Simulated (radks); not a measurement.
Results of a calculation; reference values are marked as such.
Initial-state core-level shifts of neutral dysprosium when its valence configuration changes from [Xe] 4f10 6s2. Code: a radial shooting solver on a logarithmic mesh with Libxc functionals. Model: scalar-relativistic Kohn-Sham, LDA (Slater exchange, Perdew-Wang correlation), spin-polarised, spherical densities, finite nucleus; open shells are filled with parallel spins first (spin-orbit coupling, left out, can overturn this in heavy ions); Fermi nuclear charge, rms radius 5.2218 fm. Shifts are changes of the shell-averaged eigenvalues in eV (positive: less bound); the change of the density at the nucleus, which sets a Mossbauer isomer shift, is in e/bohr^3, on a base of 7.745e+05.

valence                1s       2s       3d       4p  density at nucleus
4f10 6s1.5 6p0.5   -0.671   -0.664   -0.658   -0.662              -12.25
4f10 5d2           +1.266   +1.350   +1.301   +1.347              -56.87
4f10 6p2           -2.543   -2.516   -2.487   -2.509              -56.96
4f9 5d2 6s1        -4.665   -5.092   -5.793   -5.382               +1.80
4f9 6s2 6p1        -9.483  -10.043  -10.665  -10.293              +52.16
4f10 5d1 6s1       +0.952   +0.995   +0.963   +0.991              -29.56
4f8 6s2 6p2       -20.543  -21.853  -23.308  -22.194             +115.52
4f10 5d0.5 6p1.5   -1.319   -1.271   -1.268   -1.270              -57.34
